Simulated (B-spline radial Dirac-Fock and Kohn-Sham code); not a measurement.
**Total conversion coefficients of W against transition energy**

Level of theory: a Dirac-Hartree-Slater potential of the neutral atom with a Latter tail (no hole, which puts coefficients of high multipoles low close above an edge), finite nucleus with surface currents; a B-spline atomic structure program. Subshells within 1 keV of threshold and pair formation are left out.

```
energy (keV)       E2        E5       M2        M3        M4        M5
        13.6    54800  1.80e+11   117000  5.14e+07  7.89e+09  7.52e+11
        17.7    14700  1.72e+10    33100  8.98e+06  1.01e+09  7.34e+10
          20     7960  5.99e+09    18500  4.03e+06  3.92e+08  2.54e+10
        20.3     7390  5.28e+09    17200  3.66e+06  3.49e+08  2.24e+10
        21.6     5420  3.12e+09    12800  2.44e+06  2.17e+08  1.31e+10
        32.2      745  1.19e+08     1990    189000  1.07e+07  4.48e+08
        43.1      177  1.21e+07      524     30800  1.25e+06  4.04e+07
          50     85.5  3.88e+06      268     12500    429000  1.21e+07
        56.8     46.0  1.47e+06      152      5810    173000  4.35e+06
        64.3     25.2    575000     88.2      2790     72500  1.62e+06
        88.3     6.59     53700     68.9       596      8600    138000
        95.8     4.72     29400     50.6       405      5120     74800
         100     3.97     21400     43.1       331      3920     54300
         133     1.32      2690     15.0      90.4       720      6970
         200    0.311       154     3.48      15.6      80.4       478
         500   0.0211     0.680    0.175     0.458      1.21      3.30
         520   0.0192     0.565    0.155     0.399      1.03      2.75
         656   0.0111     0.204   0.0782     0.181     0.415     0.961
         805  0.00708    0.0928   0.0438    0.0935     0.195     0.405
         812  0.00696    0.0899   0.0427    0.0910     0.189     0.391
         875  0.00595    0.0690   0.0347    0.0721     0.145     0.290
         957  0.00495    0.0509   0.0272    0.0548     0.106     0.204
        1000  0.00453    0.0441   0.0242    0.0480    0.0914     0.173
        1430  0.00226    0.0151  0.00948    0.0171    0.0290    0.0482
        1720  0.00160   0.00917  0.00595    0.0103    0.0168    0.0264
        1950  0.00127   0.00665  0.00437   0.00743    0.0117    0.0179
        2000  0.00121   0.00625  0.00410   0.00696    0.0109    0.0165
        2070  0.00114   0.00574  0.00377   0.00637   0.00992    0.0149
```

Q: How fast do they fall between 1950 and 2070 keV?

A: As powers of the energy: E2 E^-1.83, E5 E^-2.49, M2 E^-2.44, M3 E^-2.59, M4 E^-2.79, M5 E^-3.02. Within one type (E or M) the higher multipoles fall faster.

Values without a named source are computed, but for edge energies of neutral atoms, which are taken from tables.
